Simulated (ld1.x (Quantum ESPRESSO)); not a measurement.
## antimony: one change to a TM potential, before and after

- Element: Sb
- Generator: ld1.x (Quantum ESPRESSO) 7.5
- Type: norm-conserving Troullier–Martins (Kleinman–Bylander form)
- Functional: PBE
- Relativity: scalar-relativistic
- Frozen core: [Kr] 4d10
- Valence charge: 5
- Reference configuration: 5s2 5p2.5 (charge +0.5)
- Partial waves: 5p (bound): rc 1.95 bohr; 5s (bound): rc 1.55 bohr
- Local potential: the s channel
- Core correction: Bessel-smoothed model core inside 1.20 bohr

Change: all radii but the core radius scaled by about 0.87 (s 1.36, p 1.70 bohr).

Cutoffs: the cutoffs (Ry, on a coarse ladder) from which the occupation-weighted sum of valence levels, in a spherical-Bessel basis at the reference potential, stays within 10 and 1 mRy of its value at 400 Ry; they do not see the model core or the augmentation charge, which bear on the density cutoff. Errors are all-electron minus pseudo energies relative to the spin-unpolarised reference configuration.

**Question.** What does the change do?

**Answer.** The potential gets harder (45 Ry and 100 Ry → 100 Ry and 180 Ry); a bound ghost appears in p, which as a rule spoils a file; of the 7 tests that both files solve, the error grows in 2 and shrinks in 1 by more than 15 % and 0.3 meV (median size 12.3 → 15.7 meV). A smaller radius makes the pseudo-wave follow the all-electron one further in, where it bends more sharply, so more plane waves are needed.

```tsv
quantity	base	changed
cutoff, loose	45 Ry	100 Ry
cutoff, tight	100 Ry	180 Ry
loose cutoff by channel (10 mRy a level)	p 10 Ry, s 30 Ry	p 35 Ry, s 45 Ry
bound ghosts	none	p
error for 5s2 5p3, meV [ΔE -3.26 eV]	+0.2	+0.1
error for 5s2 5p2, meV [ΔE 5.05 eV]	-2.5	-2.4
error for 5s2 5p1, meV [ΔE 21.02 eV]	-27	-23
error for 5s1 5p0, meV [ΔE 89.73 eV]	-436	-352
error for 5s1 5p4, meV [ΔE 4.85 eV]	-12	-16
error for 5s2 5p3.3, meV [ΔE -4.42 eV]	+0.1	-0.2
error for 5s0 5p5, meV [ΔE 13.17 eV]	-56	-85
```

 A true bound ghost makes a file unfit for plane-wave use even where its test errors are small: the radial tests pick states by their node count and pass the ghost by.
